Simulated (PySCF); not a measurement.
Match the calculated data to a structure.

All candidates are C5H10SSi.

| technique | computed result |
| --- | --- |
| Triplet | lowest triplet excitation (Tamm–Dancoff): 2.81 eV [TDA CAM-B3LYP/def2-SVPD] |
| UV, first state | lowest singlet excitation: 4.84 eV (256 nm, f = 0.723) [TDDFT CAM-B3LYP/def2-SVPD] |
| 1H NMR | chemical shifts (computed TMS as zero) by class: 6.64 (1 H), 6.56 (1 H), 5.71 (1 H), 5.55 (1 H), 4.69 (3 H), 1.85 (3 H) ppm [GIAO PBE0/pcSseg-1] |
| Rotational structure | rotational constants A, B, C: 8.260, 0.584, 0.551 GHz [PBE0-D3(BJ)/def2-SVP] |
| NMR, other nuclei | isotropic shieldings of nuclei other than C and H, by class: 401 (1 Si), 627 (1 S) ppm [GIAO PBE0/pcSseg-1] |
| 13C NMR | chemical shifts (computed TMS as zero) by class: 136.0 (1 C), 130.8 (1 C), 130.6 (1 C), 129.2 (1 C), 16.0 (1 C) ppm [GIAO PBE0/pcSseg-1] |

Gas-phase values; electronic properties from PySCF, density fitting. Levels stand in brackets. Geometry: PBE0-D3(BJ)/def2-SVP, one conformer, isolated molecule. Each NMR value is the plain mean over a class of atoms that symmetry, rotation or inversion makes alike.

Question: Which candidate is it?
A. `C/C=C\C=C/S[SiH3]`
B. `C[C@@H]1C=C(S[SiH3])C1`
C. `CC(=S)C1C[SiH2]C1`

Answer: A. It is `C/C=C\C=C/S[SiH3]`. Numbering: `[CH3:1]/[CH:2]=[CH:3]\[CH:4]=[CH:5]/[S:6][SiH3:7]`. Its formula, C5H10SSi, gives 2 degrees of unsaturation: 0 rings and 2 π bonds in the structure found. 5 carbons fall into 5 classes; from least to most shielded: alkene CH carbon [C2] (136.0 ppm), alkene CH carbon [C4] (130.8 ppm), alkene CH carbon [C3] (130.6 ppm), alkene CH carbon [C5] (129.2 ppm), allylic carbon [C1] (16.0 ppm). Hydrogen classes from least to most shielded: 1 H on an alkene CH carbon, C4 (6.64 ppm), 1 H on an alkene CH carbon, C3 (6.56 ppm), 1 H on an alkene CH carbon, C2 (5.71 ppm), 1 H on an alkene CH carbon, C5 (5.55 ppm), 3 H on an SiH3 silicon, Si7 (4.69 ppm), 3 H on an allylic carbon, C1 (1.85 ppm). The other shieldings belong to: 401 ppm, SiH3 silicon [Si7]; 627 ppm, sulfur bonded to C and Si [S6]. The optimised geometry has point group Cs and is an asymmetric top.

The others, at the same levels:
- `C[C@@H]1C=C(S[SiH3])C1` fails: its computed 13C shifts are 146.4 (1 C), 140.7 (1 C), 44.6 (1 C), 38.1 (1 C), 21.3 (1 C) ppm, 1H shifts are 6.02 (1 H), 4.60 (3 H), 2.79 (1 H), 2.76 (1 H), 2.05 (1 H), 1.12 (3 H) ppm and lowest singlet excitation is 5.39 eV (230 nm, f = 0.007) (against 4.84 eV).
- `CC(=S)C1C[SiH2]C1` fails: it has 4 carbon classes against 5; its computed 13C shifts are 275.8 (1 C), 53.8 (1 C), 40.3 (1 C), 18.5 (2 C) ppm, 1H shifts are 4.72 (1 H), 4.61 (1 H), 3.57 (1 H), 2.93 (3 H), 1.81 (2 H), 1.24 (2 H) ppm and rotational constant A is 3.421 GHz (against 8.260 GHz).

Each candidate is one conformer, not necessarily the lowest. Dipoles, sizes and rotational constants follow the conformer. The torsions of the flexible species, by atom-mapped SMILES:
- `[CH3:1]/[CH:2]=[CH:3]\[CH:4]=[CH:5]/[S:6][SiH3:7]`: C2–C3–C4–C5 180°, C4–C5–S6–Si7 180°
- `[CH3:1][C@@H:2]1[CH:3]=[C:4]([S:5][SiH3:6])[CH2:7]1`: C3–C4–S5–Si6 -3°
- `[CH3:1][C:2](=[S:3])[CH:4]1[CH2:5][SiH2:6][CH2:7]1`: C1–C2–C4–C5 -169°
